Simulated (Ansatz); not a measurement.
Stepwise reaction of `[F][Hf]([F])([Cl])[Cl]` with hydrogen fluoride, as a gas-phase model of exchange steps in deposition or etching. ΔE in kJ/mol; ΔG adds harmonic PBE0-D4 terms to CCSD(T)/CBS, at 1 bar.

Calculated with Ansatz (gas phase, PBE0-D4/def2-TZVP geometries, no zero-point term in ΔE). CCSD(T)/CBS adds triple-zeta CCSD(T) − MP2 to the extrapolated MP2 energy (def2 sets, frozen cores). This one scheme is used for every species. Functionals use def2-TZVPP. B3LYP here is the variant with VWN-RPA as its local correlation; programs differ in this. def2 core potentials past Kr. For Hf outer-core shells are correlated without core-valence functions, which leaves a few kJ/mol of doubt a bond.

```tsv
step	reaction	PBE-D4	B3LYP-D4	ωB97M-V	CCSD(T)/CBS	ΔG(400 K)
1	`[F][Hf]([F])([Cl])[Cl]` + H–F → `[F][Hf]([F])([F])[Cl]` + HCl	-22.0	-22.8	-21.9	-13.8	-18.7
2	`[F][Hf]([F])([F])[Cl]` + H–F → `[F][Hf]([F])([F])[F]` + HCl	-21.4	-22.6	-20.7	-13.8	-15.4
```

Q: By hand: ΔE of the 2 steps together at CCSD(T)/CBS.

A: (-13.8) + (-13.8) = -27.6 kJ/mol, or -13.8 kJ/mol a step.

In ΔE the steps differ by no more than 0.0 kJ/mol. All are downhill at CCSD(T)/CBS. ΔG lies between -18.7 and -15.4 kJ/mol a step. PBE-D4 differs from CCSD(T)/CBS by -8.2 to -7.6 kJ/mol a step. Isolated molecules leave out the surface, adducts and barriers. Largest T1 diagnostic: 0.016.
